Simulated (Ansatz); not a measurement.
Gas-phase electronic energies from Ansatz, PBE0-D4/def2-TZVP geometries. CCSD(T)/CBS adds triple-zeta CCSD(T) − MP2 to the extrapolated MP2 energy (def2 sets, frozen cores). For Se outer-core shells are correlated without core-valence functions, which leaves a few kJ/mol of doubt a bond. Scalar relativity is left out up to krypton. Each species was taken in one conformer, which may not be the lowest.

Consider the redistribution: `C[Se][Se]C` + `C=[C](Cl)[AlH][SiH3]` → `C[Se][Se][SiH3]` + `C=[C](Cl)[AlH][CH3]`.

```
               species  CCSD(T)/CBS(def2) energy (Eh)
          `C[Se][Se]C`                    -4881.13983
`C=[C](Cl)[AlH][SiH3]`                    -1070.54660
     `C[Se][Se][SiH3]`                    -5132.18229
 `C=[C](Cl)[AlH][CH3]`                     -819.54173
```

**Question.** Work out ΔE.

**Answer.** ΔE = (-5132.18229) + (-819.54173) − (-4881.13983) − (-1070.54660) = -0.03759 Eh = -98.7 kJ/mol.

Largest T1 diagnostic among the species: 0.012.

From PBE to PBE0 (25 % exact exchange), in def2-TZVPP and without D4, ΔE moves by −5.7 kJ/mol. The D4 term adds −3.0 kJ/mol with B3LYP and −1.5 kJ/mol with PBE0; it sums over pairs of atoms, weighted by their polarisabilities, and B3LYP, whose exchange is more repulsive, gets the larger term.

B3LYP here is the variant with VWN-RPA as its local correlation; programs differ in this.
